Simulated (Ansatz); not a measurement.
W(NH)2(OH)2 (WN₂O₂H₄), 9 atoms. Hardware: 4 threads of Arm Neoverse V1 on a shared host.

In the def2 sets W takes a core potential; there is no spin–orbit coupling. Correlated methods freeze 4 core orbitals; core or outer-core shells of W are correlated, in sets that lack core-valence functions.

Task: How many basis functions does each of these Ansatz runs have, and roughly what does it cost? PBE-D4/def2-TZVPD, charge 0 singlet, energy, from earlier orbitals; PBE-D4/def2-SVP, charge 0 singlet, energy, from earlier orbitals; PBE-D4/def2-TZVP, charge 0 triplet at the geometry of the charge 0 singlet, energy, from earlier orbitals; r2SCAN-D4/def2-TZVPD, charge -1 doublet at the geometry of the charge 0 singlet, energy, from earlier orbitals; PBE0-D4/def2-SVP, charge -1 doublet at the geometry of the charge 0 singlet, energy with a search over starts; PBE0-D4/def2-SVP, charge 0 singlet, energy with a search over starts; r2SCAN-D4/def2-TZVP, charge 1 doublet at the geometry of the charge 0 singlet, energy, from earlier orbitals; PBE0-D4/def2-TZVPD, charge 0 singlet, energy, from earlier orbitals; r2SCAN-D4/def2-TZVP, charge 0 singlet, energy, from earlier orbitals; CCSD(T)/def2-TZVP, charge 0 singlet, energy, from earlier orbitals; BLYP-D4/def2-TZVP, charge 0 singlet, energy, from earlier orbitals; revPBE-D4/def2-TZVP, charge 0 singlet, energy, from earlier orbitals.

Result: Other jobs shared the machine, so times can vary by a factor of up to 3. A dash marks memory too small to be measured apart from the calling script's.

```
                                                                                                           run  functions  fitting or Cholesky vectors  wall time  peak host memory (GiB)
                                              PBE-D4/def2-SVP, charge 0 singlet, energy, from earlier orbitals        108                         1169     0.95 s                       –
                                            BLYP-D4/def2-TZVP, charge 0 singlet, energy, from earlier orbitals        188                         1112      1.6 s                       –
                                          revPBE-D4/def2-TZVP, charge 0 singlet, energy, from earlier orbitals        188                         1112      1.6 s                       –
                                          PBE0-D4/def2-SVP, charge 0 singlet, energy with a search over starts        108                         1209      1.8 s                       –
                                            PBE-D4/def2-TZVPD, charge 0 singlet, energy, from earlier orbitals        233                         1276      2.6 s                       –
                                           PBE0-D4/def2-TZVPD, charge 0 singlet, energy, from earlier orbitals        233                         1346      3.1 s                    0.57
                                          r2SCAN-D4/def2-TZVP, charge 0 singlet, energy, from earlier orbitals        188                         1112      3.1 s                       –
     PBE-D4/def2-TZVP, charge 0 triplet at the geometry of the charge 0 singlet, energy, from earlier orbitals        188                         1112        6 s                       –
 PBE0-D4/def2-SVP, charge -1 doublet at the geometry of the charge 0 singlet, energy with a search over starts        108                         1069        7 s                       –
  r2SCAN-D4/def2-TZVP, charge 1 doublet at the geometry of the charge 0 singlet, energy, from earlier orbitals        188                         1112        8 s                       –
r2SCAN-D4/def2-TZVPD, charge -1 doublet at the geometry of the charge 0 singlet, energy, from earlier orbitals        233                         1276       12 s                       –
                                            CCSD(T)/def2-TZVP, charge 0 singlet, energy, from earlier orbitals        188                         1374       98 s                     2.7
```
